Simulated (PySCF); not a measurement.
TDDFT excited states: C4H12OSi2

Species: C4H12OSi2.
Geometry (GFN2-xTB, Å), atoms numbered from 1 in this order:
```xyz
19
C4H12OSi2 angstrom
C     -2.0878    0.1527   -1.2791
C     -1.2245   -0.5410   -0.2256
O     -2.0112   -0.9894    0.8654
C     -0.0951    0.3572    0.2548
Si     1.0130   -0.4019    1.6364
C      2.5220    0.0236    0.5227
Si     1.4050    0.6154   -0.9176
H     -1.4786    0.4221   -2.1377
H     -2.5272    1.0607   -0.8668
H     -2.8910   -0.5053   -1.6030
H     -0.8119   -1.4630   -0.6487
H     -2.3938   -0.2143    1.2926
H     -0.5411    1.3071    0.5669
H      0.8221   -1.8331    1.8489
H      0.9566    0.3158    2.9143
H      3.1707   -0.8157    0.2863
H      3.1637    0.8003    0.9309
H      1.5973    1.9962   -1.3698
H      1.4022   -0.2782   -2.0786
```

The calculation used PySCF 2.14.0, density-fitted response routines, TDDFT B3LYP/def2-SVPD, vertical, gas phase, core orbitals frozen in the response.

**Question.** List the vertical singlet excitations with oscillator strengths and describe the spectrum.

**Answer.** 

```csv
state,λ (nm),E (eV),f,"main configurations (H = HOMO, L = LUMO)"
S1,204.7,6.06,0.0097,"H→L (64%), H-1→L (32%)"
S2,202.6,6.12,0.0021,"H-1→L (64%), H→L (32%)"
S3,186.8,6.64,0.010,"H→L+1 (70%), H-2→L (20%)"
S4,185.1,6.70,0.038,"H-2→L (58%), H→L+1 (24%), H-1→L+1 (10%)"
S5,182.3,6.80,0.028,"H-1→L+1 (85%), H-2→L (10%)"
S6,177.7,6.98,0.014,H→L+2 (76%)
S7,174.7,7.10,0.025,"H→L+3 (48%), H-3→L (14%), H-1→L+2 (14%)"
S8,173.5,7.14,0.016,"H-1→L+2 (40%), H-1→L+3 (19%), H→L+3 (18%)"
```

Triplets (Tamm–Dancoff): T1 5.81 eV, H→L (90%); T2 5.89 eV, H-1→L (93%); T3 6.21 eV, H-2→L (92%).

The lowest singlet comes at 205 nm (584 kJ/mol) in the ultraviolet; it is weak; its leading configuration is HOMO→LUMO (64%). The most intense listed level is S4 at 6.70 eV (185 nm, f = 0.038), 0.64 eV above S1. Löwdin shares by element: HOMO oxygen 40%, carbon 26% or more, silicon 8% or more (atoms not listed hold the other 25%); LUMO silicon 32%, carbon 18% or more (atoms not listed hold the other 50%). Orbital energies (eV): HOMO-3 -8.49, HOMO-2 -7.98, HOMO-1 -7.56, HOMO -7.37, LUMO -0.43, LUMO+1 0.15, LUMO+2 0.55. Of the 8 states listed, 6 reach f = 0.01 and none stays under 0.0005. The oscillator strengths of these states sum to 0.144; summed over the whole spectrum of an exact calculation they would give the number of electrons, 72 (Thomas–Reiche–Kuhn). The window holds the lowest 8 singlets.

Time: 1.7 min wall; peak memory 0.98 GiB. Hardware: Arm Neoverse N1, one thread, shared host with 64 logical CPUs at a one-minute load of 60.

One conformer stands for the species.
